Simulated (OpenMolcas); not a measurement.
# Computed transition rates of Ta+

```yaml
Program: OpenMolcas 26.06
Method: CASSCF
Basis: ANO-R3 [9s7p6d4f3g2h]
Scalar_Hamiltonian: X2C, finite nucleus
Active_space: 4 electrons in 6 orbitals (5d 6s)
State_averaging: 2S+1 = 5 even, 15 roots; 2S+1 = 3 even, 63 roots; 2S+1 = 1 even, 49 roots
Spin-orbit_coupling: state interaction with AMFI integrals over the reference wave functions, term energies averaged over their components
```

Rates come from the transition moments of the reference wave functions (E1 and E2 in the length form). At fixed line strength A goes as λ^-3 for E1 and M1 and as λ^-5 for E2, so a rate at the computed wavelength can be rescaled to the measured one. Measured vacuum wavelengths follow from level energies in NIST Handbook of Basic Atomic Spectroscopic Data. Branching counts decays inside the model space alone, at computed energies, and the table is only a selection of the M1 lines, drawn from those between levels with measured partners whose computed energy lies within a factor of 1.5 of the measured one.

| Upper | Lower | Type | λ computed (nm) | λ measured (nm) | A computed (s-1) | A rescaled (s-1) | Branching % |
| --- | --- | --- | --- | --- | --- | --- | --- |
| 5d3 6s 5F4 | 5d3 6s 5F3 | M1 | 5402 | 5638 | 3.48e-01 | 3.06e-01 | 100.0 |
| 5d3 6s 5F3 | 5d3 6s 5F2 | M1 | 6465 | 6208 | 2.50e-01 | 2.82e-01 | 100.0 |
| 5d3 6s 5F5 | 5d3 6s 5F4 | M1 | 5121 | 5646 | 2.35e-01 | 1.75e-01 | 100.0 |
| 5d3 6s 5F2 | 5d3 6s 5F1 | M1 | 9421 | 9696 | 7.55e-02 | 6.93e-02 | 100.0 |

The largest correction is for 5d3 6s 5F5 → 5d3 6s 5F4 (M1): 2.35e-01 × (5121 / 5646)^3 = 1.75e-01 s-1, a factor of 0.75.

The computed rate and branching of 5d3 6s 5F2 → 5d3 6s 5F1 give the upper level a radiative lifetime of 1.000 / 7.55e-02 s-1 = 1.32e+01 s, counting decays inside the model space alone. The rescaled rate gives about 1.4e+01 s.

These are rates of the free ion; in crystals, glasses and complexes forced electric-dipole and non-radiative decay shorten such lifetimes by orders of magnitude. No measured rate stands beside these. Rescaling mends the energy factor alone: line strengths can still be far off where a level mixes with configurations outside the active space, and weak or spin-changing lines hang on small mixing coefficients that depend on the term gaps too, so rescaling need not improve them.

Without dynamic correlation excited terms often stand tens of per cent too high (terms of higher spin than the ground term too low), and those without a measured partner can miss by more than the paired ones. Measured partners are found by configuration, term and J. A level has none where our copy of the source lacks it or the pairing is in doubt (some pairs that miss far off the trend of their configuration count as doubtful). Only configurations of the active space appear.
